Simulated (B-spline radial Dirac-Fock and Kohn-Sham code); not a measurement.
Dy 3p3/2: cross section and angular parameters

System: the free dysprosium atom in the configuration [Xe] 4f10 6s2; threshold 1676.0 eV (tabulated edge). Method: Dirac-Hartree-Slater photoionisation with a Latter tail; cross sections with all multipoles, angular parameters from the dipole term and its interference with E2. Computed with an atomic code on a B-spline grid.

For linearly polarised light dσ/dΩ = σ/(4π) [1 + β P₂(cos θ) + (δ + γ cos²θ) sin θ cos φ], with θ from the polarisation vector and φ the angle between the beam and the projection of the electron momentum on the plane normal to the polarisation.

| hν (eV) | σ (kb) | β | γ | δ |
| --- | --- | --- | --- | --- |
| 2530 | 95.7 | 1.458 | 0.123 | 0.018 |
| 2660 | ? | ? | ? | ? |
| 3590 | 50.0 | 1.629 | -0.046 | 0.008 |
| 3910 | 42.2 | 1.647 | -0.032 | 0.009 |
| 5030 | 24.7 | 1.671 | 0.107 | 0.013 |
| 5530 | 20.0 | 1.671 | 0.191 | 0.015 |
| 5800 | 18.0 | 1.670 | 0.238 | 0.016 |
| 6640 | 13.2 | 1.661 | 0.387 | 0.019 |
| 8047.8 | 8.31 | 1.637 | 0.635 | 0.025 |
| 8250 | 7.82 | 1.634 | 0.670 | 0.026 |
| 9251.7 | 5.88 | 1.614 | 0.838 | 0.031 |
| 9720 | 5.18 | 1.604 | 0.912 | 0.033 |
| 15000 | 1.64 | 1.490 | 1.601 | 0.063 |

Question: Give the values at 2660 eV.

Answer: σ = 87.7 kb, β = 1.497, γ = 0.075, δ = 0.014.
